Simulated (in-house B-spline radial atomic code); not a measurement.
Configurations of the barium ion Ba²⁺, with energies counted from [Kr] 4d10 5s2 5p6. Method: Dirac-Hartree-Fock, average of configuration, Fermi nucleus of rms radius 4.8378 fm. Calculated with a radial B-spline atomic code at the basis-set limit. Energies include first-order Breit, QED and recoil terms.

Occupations are held fixed; configurations that lie above the ionisation limit could autoionise.

| configuration | E - E(ref) (eV) | highest orbital | its <r> (bohr) |
| --- | --- | --- | --- |
| [Kr] 4d10 5s2 (5p1/2)1 (5p3/2)4 (8f5/2)1 | 34.66 | 8f5/2 | 23.58 |
| [Kr] 4d10 5s1 5p6 (9p1/2)1 | 51.255 | 9p1/2 | 18.56 |
| [Kr] 4d10 5s1 5p6 (7f7/2)1 | 51.271 | 7f7/2 | 16.83 |
| [Kr] (4d3/2)3 (4d5/2)6 5s2 5p6 8s1 | 108.52 | 8s1/2 | 11.54 |
| [Kr] (4d3/2)3 (4d5/2)6 5s2 5p6 (6f5/2)1 | 109.15 | 6f5/2 | 10.95 |
| [Ar] 3d10 4s2 (4p1/2)2 (4p3/2)3 4d10 (4f5/2)1 5s2 5p6 | 193.65 | 4f5/2 | 1.212 |
| [Ar] (3d3/2)3 (3d5/2)6 4s2 4p6 4d10 5s2 5p6 6s1 | 801.74 | 6s1/2 | 3.847 |

Task: Order these further configurations by energy, lowest first.
A. [Ar] (3d3/2)3 (3d5/2)6 4s2 4p6 4d10 5s2 5p6 8s1
B. [Ar] (3d3/2)4 (3d5/2)5 4s2 4p6 4d10 5s2 5p6 (5g7/2)1
C. [Ar] 3d10 4s2 (4p1/2)2 (4p3/2)3 4d10 5s2 5p6 (6d3/2)1
D. [Ar] 3d10 4s2 (4p1/2)1 (4p3/2)4 4d10 5s2 5p6 8s1
E. [Kr] (4d3/2)3 (4d5/2)6 5s2 5p6 (9g9/2)1

Result: E (112.36 eV), C (202.59 eV), D (221.37 eV), B (798.07 eV), A (812.93 eV).

Task: How far above the reference does [Kr] 4d10 5s2 (5p1/2)2 (5p3/2)3 6s1 lie?

Result: 18.701 eV; its least bound orbital is 6s1/2 with <r> = 3.943 bohr.

Task: How far above the reference does [Kr] 4d10 5s2 (5p1/2)1 (5p3/2)4 8s1 lie?

Result: 31.749 eV; its least bound orbital is 8s1/2 with <r> = 11.65 bohr.
